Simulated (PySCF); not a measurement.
A TDDFT job was run through a driver script with this input:

```
{"job": {"kind": "uv", "xc": "PBE0", "basis": "def2-SVPD", "nstates": 6, "ntriplets": 2}, "charge": 0, "multiplicity": 1}
C      3.179000     0.652356    -0.511054
C      1.945280     0.016642    -0.105640
C      0.924410    -0.519468     0.250162
Ge    -0.710041    -1.343496     0.740103
C     -2.204936    -0.615229    -0.395100
C     -2.284754     0.876696    -0.491133
O     -2.965541    -1.364138    -0.949309
H      3.558049     0.181575    -1.417625
H      3.924595     0.552633     0.277236
H      3.009112     1.711121    -0.706180
H     -0.601138    -2.828514     0.571328
H     -0.925310    -1.038906     2.200492
H     -2.416754     1.282852     0.511890
H     -3.102433     1.195881    -1.134340
H     -1.333952     1.247985    -0.874053
```

The calculation used TDDFT PBE0/def2-SVPD, vertical, gas phase, core orbitals frozen in the response in PySCF. Job line and output are in the format of a driver script around the code.

Task: Give the output.

Result: 
```
coarse grid: 58272 points
cycle   1  E = -2346.3241717979  dE =  1.996e-01  |g| = 8.658e-01  |ddm| = 6.896e+00
cycle   2  E = -2345.8730866886  dE =  4.511e-01  |g| = 1.730e+00  |ddm| = 3.184e+00
cycle   3  E = -2346.4611753907  dE = -5.881e-01  |g| = 2.494e-01  |ddm| = 2.119e+00
cycle   4  E = -2346.4732689156  dE = -1.209e-02  |g| = 7.497e-02  |ddm| = 4.549e-01
cycle   5  E = -2346.4739257451  dE = -6.568e-04  |g| = 4.655e-02  |ddm| = 1.719e-01
cycle   6  E = -2346.4744574635  dE = -5.317e-04  |g| = 8.652e-03  |ddm| = 8.352e-02
cycle   7  E = -2346.4744752349  dE = -1.777e-05  |g| = 2.135e-03  |ddm| = 1.920e-02
cycle   8  E = -2346.4744761080  dE = -8.731e-07  |g| = 5.534e-04  |ddm| = 3.770e-03
final grid: 123264 points
cycle   9  E = -2346.4745198266  dE =  8.576e-08  |g| = 9.624e-04  |ddm| = 7.811e-03
cycle  10  E = -2346.4745192493  dE =  5.773e-07  |g| = 1.972e-03  |ddm| = 2.732e-03
cycle  11  E = -2346.4745200165  dE = -7.672e-07  |g| = 1.256e-04  |ddm| = 1.767e-03
cycle  12  E = -2346.4745200204  dE = -3.890e-09  |g| = 1.634e-05  |ddm| = 2.029e-04
cycle  13  E = -2346.4745200204  dE = -3.547e-11  |g| = 1.040e-05  |ddm| = 3.804e-05
converged SCF energy = -2346.4745200204

Static polarisability (au): isotropic 94.694, principal 73.342 87.533 123.208

Singlet excitations
state   eV       nm        f      main configurations
  1   3.6503    339.7   0.00306   H->L 0.94
  2   5.6297    220.2   0.00287   H-1->L 0.93
  3   5.8427    212.2   0.00368   H-2->L 0.67, H->L+3 0.17
  4   5.9519    208.3   0.04273   H->L+1 0.49, H->L+3 0.17, H-2->L 0.13
  5   6.0614    204.5   0.01390   H->L+2 0.30, H->L+3 0.28, H->L+1 0.25
  6   6.2354    198.8   0.08940   H->L+2 0.57, H->L+3 0.26

Triplet excitations (Tamm-Dancoff, eV): 2.9940 4.9600
```

The structure is a single GFN2-xTB conformer in the gas phase; no vibrational or solvent corrections. Relativistic effects, spin–orbit coupling among them, are left out although an element past zinc is present.

The SCF starts on a coarse grid; the energy jumps when the final grid takes over, and dE counts afresh there. H and L stand for HOMO and LUMO.

Shape of the structure used: `[CH3:1][C:2]#[C:3][GeH2:4][C:5]([CH3:6])=[O:7]`: C3–Ge4–C5–C6 -48°.
